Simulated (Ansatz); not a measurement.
ReAu₆⁻, relaxed as a singlet with RKS B3LYP-D4/def2-SVPD in Ansatz, starting from the GFN1-xTB geometry. Force threshold 0.02 eV/Å.

In the def2 sets Au, Re take a core potential; there is no spin–orbit coupling. The structure comes from a short search, and lower isomers may exist.

Start:

```xyz
7

Re   -0.0766    0.1177   -0.0404
Au   -0.7439    0.8915    2.1675
Au    0.9345   -1.5116    1.7431
Au   -1.2158   -2.0745   -0.3388
Au    2.4285    0.3306   -0.0248
Au   -1.9196    0.4083   -1.7633
Au    0.5929    1.8381   -1.7432
```

Task: Estimate the energy that the relaxation releases and the steps that it takes.

Result: 12.2 kcal/mol, in 15 steps; 3.7 min on 4 threads of Arm Neoverse V2 on a shared host. No frequencies were taken in this run, so the end may be a saddle point.

Task: Does the start keep its bonding?

Result: Bonds lost: Au4–Au6 (atoms count from 1). The end is the same structure that another start reached, the lowest one found.

Task: Predict the relaxed structure.

Result: 
Cartesian coordinates in Å:
```
Re -0.4186 0.0748 -0.1377
Au -0.8683 0.9183 2.2459
Au 0.9720 -1.3327 1.8527
Au -0.6308 -2.4781 -0.3208
Au 2.3250 0.1740 -0.0133
Au -2.2236 1.1143 -1.6823
Au 0.8443 1.5293 -1.9445
```
Bond lengths (bridged metal pairs left out): 6 × Au–Re 2.57 to 2.81 Å; 5 × Au–Au 2.75 to 3.11 Å.
